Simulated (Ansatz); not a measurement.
The same path of Cl + F2H2Si (6 atoms, charge 0, multiplicity 2) was run 3 times with different band settings. Lost on the way: Si1–H2. Made: H2–Cl6.

Theory: Ansatz 0.2.0, UHF/def2-SVP.

Relaxed end points:

```xyz
6
Properties=species:S:1:pos:R:3
Si -0.009 0.016 -0.204
H 0.034 -0.059 1.257
F 1.487 -0.004 -0.764
H -0.692 1.199 -0.727
F -0.739 -1.289 -0.765
Cl -0.018 0.031 4.748
```

```xyz
6
Properties=species:S:1:pos:R:3
Si 0.102 -0.178 -0.558
H 0.315 -0.549 3.892
F 1.377 0.184 -1.463
H -0.618 1.071 -0.246
F -0.847 -1.098 -1.467
Cl -0.266 0.464 3.387
```

Common settings: movable images 9; climbing image yes; optimiser quadratic models (default); start path through a guess of the saddle point; force threshold 0.05 eV/Å; end points relaxed.

| run | spring | iteration limit |
| --- | --- | --- |
| 1 | 5.0 eV/Å² | 60 |
| 2 | 2.0 to 10.0 eV/Å², energy-weighted | 50 |
| 3 | 50.0 eV/Å² | 60 |

Q: What does each run give, and how far can it be trusted?

A: Run 1: converged after 16 iterations, highest image 0.869 eV above the first end. A vibrational analysis at the climbing image gives one clearly imaginary mode, 1628i cm⁻¹: a first-order saddle point.
Run 2: converged after 12 iterations, highest image 0.869 eV above the first end. Another band between the same ends (9 images) ends at a top of the same energy, where a vibrational analysis finds 1 clearly imaginary mode.
Run 3: converged after 12 iterations, highest image 0.870 eV above the first end. Another band between the same ends (9 images) ends at a top of the same energy, where a vibrational analysis finds 1 clearly imaginary mode.
